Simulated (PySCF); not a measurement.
How methods differ on the excitation energy of Be

Be [He] 2s2 (1S) → Be [He] 2s1 3d1 (3D), as a difference of total energies. Calculation: PySCF 2.14, in aug-cc-pCVTZ-DK; scalar relativity by spin-free X2C-1e. Correlated levels: valence and next inner shell: nothing frozen. The calculations carry no spin-orbit coupling.

```json
{"method": "UHF", "excitation energy (eV)": "7.965"}
{"method": "MP2 (valence and next inner shell)", "excitation energy (eV)": "8.679"}
{"method": "SCS-MP2 (valence and next inner shell)", "excitation energy (eV)": "8.896"}
{"method": "CCSD (valence and next inner shell)", "excitation energy (eV)": "8.999"}
{"method": "CCSD(T) (valence and next inner shell)", "excitation energy (eV)": "9.008"}
```

Problem. How much does correlation contribute at CCSD(T) (valence and next inner shell)?

Solution. 9.008 − (7.965) = 1.043 eV, measured against UHF.

The promoted electron is Rydberg-like, and one or two diffuse shells describe it only roughly, which tends to raise the upper state.
